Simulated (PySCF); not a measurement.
Structure from NMR data

An unknown has the formula C$_{4}$H$_{15}$PSi$_{3}$. Its calculated NMR data are:

1H NMR (600 MHz, computed): δ 4.92 (m, 1H), 4.69 (m, 1H), 4.55 (m, 1H), 4.34 (m, 1H), 4.13 (m, 1H), 1.13 (m, 2H), 1.09 (d, 3H), 0.06 (m, 1H), -0.12 (m, 1H), -0.12 (m, 1H), -0.21 (m, 1H), -0.25 (m, 1H).

13C{1H} NMR (computed): δ 13.9 (CH3), 7.3 (CH), -4.0 (CH2), -8.5 (CH2).

Computed data (PySCF 2.14.0 with density-fitted response routines): shieldings: GIAO PBE0/pcSseg-1, structure optimised with GFN2-xTB. Isolated molecule, a single conformation, rapidly exchanging positions averaged, non-relativistic.

Scale: 1H, 13C vs TMS (reference shieldings calculated alike).

Problem. What is the structure?

Solution. 
1. 4 carbon signals for 4 carbons: no two carbons are equivalent.
2. Carbon types of the structure: 1 × CH, 2 × CH2, 1 × CH3, leaving 7 H on heteroatoms.
3. δC 13.9: methyl carbon; saturated and bonded to C and H only.
4. δC 7.3: sp3 CH bonded to 2 Si; an electropositive neighbour leaves it electron-rich and shielded.
5. δC -4.0, -8.5: sp3 CH2 bonded to 2 Si; an electropositive neighbour leaves it electron-rich and shielded.
6. δH 4.69, 4.55, 4.34, 4.13: hydrogen on a silicon bonded to 2 C, in a 6-membered ring.
7. δH 1.13: hydrogen on a phosphorus bonded to Si.
8. δH 0.06: hydrogen on an sp3 CH bonded to 2 Si; an electropositive neighbour shields it, as in TMS itself.
9. δH -0.12, -0.12, -0.21, -0.25: hydrogen on an sp3 CH2 bonded to 2 Si; an electropositive neighbour shields it, as in TMS itself.

These data were computed for SMILES C[C@@H]1[SiH2]C[SiH2]C[Si@H]1P.

The data come from this structure; uniqueness wasn't tested.

Splittings by 31P in the carbon and heteronuclear signals aren't shown, as no couplings were computed. Shifts are as computed. Against solution values, carbons near 30 ppm lie about +3 ppm off and those near 130 ppm about +5 ppm. Of 1211 compounds with measured shifts, 218 miss one by over three times the rms of a fit or turn the order of signals round; such compounds aren't used in these exercises. Multiplicities follow the n + 1 count of equivalent neighbours, as no J values were calculated; m marks all less simple cases, F and P coupling included.
